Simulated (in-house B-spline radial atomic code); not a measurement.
Configurations of K⁶⁺, with energies counted from [Ne] 3s2 3p1. Level of theory: non-relativistic M06-2X, spin-polarised, spherical fractional occupations, exact exchange averaged over the configuration, point nucleus; calculated with a radial B-spline atomic code at the basis-set limit. Shells without spins written out take the highest spin.

Occupations are held fixed; configurations that lie above the ionisation limit could autoionise.

| configuration | E - E(ref) (eV) | highest orbital | its <r> (bohr) |
| --- | --- | --- | --- |
| [Ne] 3s2 4p1 | 60.392 | 4p up | 2.4 |
| [Ne] 3s1 3p1 4s1 | 69.443 | 4s up | 2.281 |
| [Ne] 3s2 4f1 | 73.831 | 4f up | 2.42 |
| [Ne] 3s1 3p1 4d1 | 84.853 | 4d up | 2.608 |

Problem. Order these further configurations by energy, lowest first.
A. [Ne] 3s1 3p1 3d1
B. [He] 2s2 2p5 3s2 3p1 4d1
C. [Ne] 3s2 3d1
D. [Ne] 3s1 3p1 4f1
E. [Ne] 3s1 3p2

Solution. E (13.837 eV), C (28.223 eV), A (41.634 eV), D (89.405 eV), B (367.27 eV).
